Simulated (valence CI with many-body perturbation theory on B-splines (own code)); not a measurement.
**Valence orbitals of Sb XIII**

Calculated by valence CI with perturbative core correlation (CI+MBPT): three valence electrons over a frozen Dirac-Fock core [Kr], radial functions for each j: 9 s, 9 p, 10 d, 8 f, 5 g, 3 h, 1 i, with the one-electron correlation potential Σ1 (screened to all orders), the two-electron term Σ2, the three-electron term Σ3, Breit, model QED; selected single and double excitations, second order for the rest, scaled by the run's own slope (own B-spline code, finite nucleus).

No measured spectrum was set against this ion. As an estimate, terms of the open shell hold to 2 to 4 % of their energy, and close levels can change places. Core correlation moves these levels by up to 3200 cm⁻¹, and in measured spectra 5 to 20 % of such shifts remained as error; rates that hang on mixing are uncertain with them. The list stops below the first excitations out of the core. Only levels of the ground parity were solved; by the run's estimate the other parity begins above the list, which can be wrong where configurations are misplaced.

These are the spectroscopic orbitals of the CI (the correlating ones are not listed), shaped by the core and the other valence electrons. h is the expectation value of the core's Dirac-Fock operator, without the valence repulsion; Σ1 is computed up to l = 3 at one energy for each symmetry, that of its lowest orbital but kept below the first core excitation, so for empty shells it is not the orbital's own correlation shift; Breit and QED include the response of the core.

| Orbital | h (hartree) | Σ1 (cm⁻¹) | Breit (cm⁻¹) | QED (cm⁻¹) | ⟨r⟩ (bohr) |
| --- | --- | --- | --- | --- | --- |
| 5s1/2 | -8.2043 | -9810 | 481 | 420 | 1.483 |
| 6s1/2 | -5.0212 | -3391 | 232 | 201 | 2.424 |
| 7s1/2 | -3.4013 | -1650 | 128 | 111 | 3.598 |
| 5p1/2 | -7.5311 | -8376 | 744 | -31.4 | 1.563 |
| 6p1/2 | -4.6879 | -3161 | 372 | -15.4 | 2.545 |
| 7p1/2 | -3.2116 | -1599 | 211 | -8.6 | 3.760 |
| 5p3/2 | -7.3986 | -7833 | 439 | 9.9 | 1.594 |
| 6p3/2 | -4.6233 | -3011 | 222 | 5.1 | 2.582 |
| 7p3/2 | -3.175 | -1535 | 133 | 3.0 | 3.805 |
| 4d3/2 | -11.636 | -17751 | 587 | -158 | 0.8541 |
| 5d3/2 | -6.2892 | -5929 | 220 | -39.8 | 1.753 |
| 6d3/2 | -4.0647 | -2681 | 115 | -19.8 | 2.830 |
| 4d5/2 | -11.565 | -17438 | 136 | -115 | 0.8607 |
| 5d5/2 | -6.2634 | -5889 | 85.7 | -26.6 | 1.761 |
| 6d5/2 | -4.0516 | -2669 | 46.8 | -13.2 | 2.840 |
| 4f5/2 | -8.3476 | -28580 | -224 | -80.1 | 0.9829 |
| 5f5/2 | -5.0847 | -6652 | -50.3 | -27.0 | 2.000 |
| 4f7/2 | -8.3411 | -27511 | -360 | -73.2 | 0.9848 |
| 5f7/2 | -5.0812 | -6531 | -106 | -24.0 | 2.002 |
| 5g7/2 | -4.4965 |  | -17.6 | -3.6 | 2.043 |
| 5g9/2 | -4.4963 |  | -21.5 | -2.9 | 2.043 |

Among the shells of the start configuration 4d3, Σ1 is largest in size for 4d3/2, where it is 0.70 % of h.

Lowest root of each symmetry, sizes in configuration state functions:

```json
{"J": "1/2", "Parity": "even", "Roots": "2", "Reference": "37", "Variational": "4105", "Second order": "9499", "Change by selected CI (cm⁻¹)": "-2472", "Change by second order (cm⁻¹)": "-2"}
{"J": "3/2", "Parity": "even", "Roots": "6", "Reference": "66", "Variational": "9320", "Second order": "34219", "Change by selected CI (cm⁻¹)": "-1763", "Change by second order (cm⁻¹)": "-1"}
{"J": "5/2", "Parity": "even", "Roots": "6", "Reference": "78", "Variational": "11101", "Second order": "51736", "Change by selected CI (cm⁻¹)": "-1613", "Change by second order (cm⁻¹)": "-1"}
{"J": "7/2", "Parity": "even", "Roots": "3", "Reference": "70", "Variational": "8460", "Second order": "27944", "Change by selected CI (cm⁻¹)": "-1652", "Change by second order (cm⁻¹)": "-2"}
{"J": "9/2", "Parity": "even", "Roots": "3", "Reference": "58", "Variational": "7549", "Second order": "37608", "Change by selected CI (cm⁻¹)": "-1882", "Change by second order (cm⁻¹)": "-2"}
{"J": "11/2", "Parity": "even", "Roots": "1", "Reference": "37", "Variational": "5702", "Second order": "26051", "Change by selected CI (cm⁻¹)": "-3177", "Change by second order (cm⁻¹)": "-5"}
```
